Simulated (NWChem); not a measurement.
Everything below was run with NWChem. System: silicon monosulfide (SSi), charge 0, spin multiplicity 1, at a geometry optimised with PBE0/def2-SVP. Level: PBE/Sadlej pVTZ.

Output (cleaned and shortened):

```
             Northwest Computational Chemistry Package (NWChem) 7.3.0
             --------------------------------------------------------

                                NWChem Input Module
                                -------------------

 Scaling coordinates for geometry "geometry" by  1.889725989
 (inverse scale =  0.529177249)

 Turning off AUTOSYM since
 SYMMETRY directive was detected!

                             Geometry "geometry" -> ""
                             -------------------------

 Output coordinates in angstroms (scale by  1.889725989 to convert to a.u.)

  No.       Tag          Charge          X              Y              Z
 ---- ---------------- ---------- -------------- -------------- --------------
    1 Si                  14.0000     0.00000000     0.00000000     1.03447900
    2 S                   16.0000     0.00000000     0.00000000    -0.90517000

 Effective nuclear repulsion energy (a.u.)      61.1119350851

            Nuclear Dipole moment (a.u.)
            ----------------------------
        X                 Y               Z
 ---------------- ---------------- ----------------
     0.0000000000     0.0000000000    -0.0000264562

      Symmetry information
      --------------------

 Group name             C2v
 Group number             16
 Group order               4
 No. of unique centers     2

      Symmetry unique atoms

     1    2


 Summary of "ao basis" -> "" (spherical)
 ------------------------------------------------------------------------------
       Tag                 Description            Shells   Functions and Types
 ---------------- ------------------------------  ------  ---------------------
 *                        sadlej_pvtz                 on all atoms

  pbe96 is a nonlocal functional; adding pw91lda local functional.
                              NWChem Property Module
                              ----------------------

                                 NWChem DFT Module
                                 -----------------

 Summary of "ao basis" -> "ao basis" (spherical)
 ------------------------------------------------------------------------------
       Tag                 Description            Shells   Functions and Types
 ---------------- ------------------------------  ------  ---------------------
 Si                       sadlej pvtz               14       32   7s5p2d
 S                        sadlej pvtz               14       32   7s5p2d
[...]
     0   0 0 0     -0.000000    -15.000000    -15.000000     30.000000

     1   1 0 0     -0.000000     -0.000000     -0.000000      0.000000
     1   0 1 0      0.000000      0.000000      0.000000      0.000000
     1   0 0 1      0.596194      0.298110      0.298110     -0.000026

     2   2 0 0    -18.983656     -9.491828     -9.491828      0.000000
     2   1 1 0     -0.000000     -0.000000     -0.000000      0.000000
     2   1 0 1      0.000000      0.000000      0.000000      0.000000
     2   0 2 0    -18.983656     -9.491828     -9.491828      0.000000
     2   0 1 1     -0.000000     -0.000000     -0.000000      0.000000
     2   0 0 2    -19.244680    -59.780400    -59.780400    100.316121

 *** CALLING NEW AORESP DRIVER FOR CLOSED AND OPEN SHELLS ***
 Entering AOResponse driver routine

--------------------------------------------------------------------------------

          ****************
          *** RESPONSE ***
          ****************

 Response module for NWChem and dynamic CPKS solver

          -----------------------------------------------
          Solving response equations for perturbing field
          -----------------------------------------------

 number of frequencies:     1
 frequency in a.u.:  0.0000000E+00
 Perturbing field: electric
 Using El. Dipole Length Gauge

 Setting up CPKS with frequency omega =      0.00000000 a.u.

 STATIC response

                                NWChem CPHF Module
                                ------------------

  scftype          =     RHF
  nclosed          =       15
  nopen            =        0
  variables        =      735
  # of vectors     =        3
  tolerance        = 0.10D-03
  level shift      = 0.00D+00
  max iterations   =       50
  max subspace     =       30

  int2e_file: Failed to allocate cache ... halving
 SCF residual:    1.2348579467173478E-005

Iterative solution of linear equations
  No. of variables      735
  No. of equations        3
  Maximum subspace       30
        Iterations       50
       Convergence  1.0D-04

   iter   nsub   residual    time
   ----  ------  --------  ---------
     1      3    2.01D+01       4.2
     2      6    3.45D+00       6.1
     3      9    3.15D-01       7.8
     4     12    7.61D-02       9.6
     5     15    6.21D-03      11.3
     6     18    3.52D-03      13.1
     7     21    2.04D-04      15.1
     8     24    3.47D-05      17.6

 Electric Dipole Response Matrix (nonzero elements):

              1        2        3
    1   41.5422   0.0000  -0.0000
    2    0.0000  41.5422   0.0000
    3   -0.0000   0.0000  68.6751

 ------------------------------------------
 average:        50.58654 + I       0.00000

 DFT Linear Response polarizability / au
 Frequency  =       0.0000000 / au
 Wavelength = -999999.0000000 / nm
              X              Y              Z
 -----------------------------------------------
 X      41.5422324      0.0000004     -0.0000000
 Y       0.0000004     41.5422327      0.0000002
 Z      -0.0000000      0.0000002     68.6751493
 -----------------------------------------------
 Eigenvalues =      41.5422321     41.5422330     68.6751493
 Isotropic   =      50.5865381
 Anisotropic =      27.1329167
 -----------------------------------------------

 Magnetic Dipole Response Matrix (nonzero elements):
 Optical rotation tensor Beta

 *** static G'=0. Use GPRIME input with finite omega
 *** or better ORBETA without GPRIME for small or zero freq.

 zero matrix

 ------------------------------------------
 average:         0.00000 + I       0.00000

 Exiting AOResponse driver routine

          -------------
          Dipole Moment
          -------------

 Center of charge (in au) is the expansion point
         X =       0.0000000 Y =       0.0000000 Z =      -0.0000009

   Dipole moment        0.5961939339 A.U.
             DMX       -0.0000000257 DMXEFC        0.0000000000
             DMY        0.0000000364 DMYEFC        0.0000000000
             DMZ        0.5961939339 DMZEFC        0.0000000000
   -EFC- dipole         0.0000000000 A.U.
   Total dipole         0.5961939339 A.U.

   Dipole moment        1.5153852797 Debye(s)
             DMX       -0.0000000652 DMXEFC        0.0000000000
             DMY        0.0000000925 DMYEFC        0.0000000000
             DMZ        1.5153852797 DMZEFC        0.0000000000
   -EFC- dipole         0.0000000000 DEBYE(S)
   Total dipole         1.5153852797 DEBYE(S)

 1 a.u. = 2.541766 Debyes

 Task  times  cpu:       17.6s     wall:       17.6s

 Total times  cpu:       17.6s     wall:       17.6s
```

Question: Write an NWChem input that would produce this output.

Answer: This is not unique; one that fits is 
```
start mol
memory heap 200 mb stack 900 mb global 1100 mb
geometry units angstroms nocenter noautoz
  Si     0.000000     0.000000     1.034479
  S      0.000000     0.000000    -0.905170
  symmetry group C2v
end
basis spherical
  * library sadlej_pvtz
end
dft
  xc xpbe96 cpbe96
  semidirect memsize 60000000 filesize 0
  iterations 100
end
property
  dipole
  response 1 0.0
end
task dft property
```
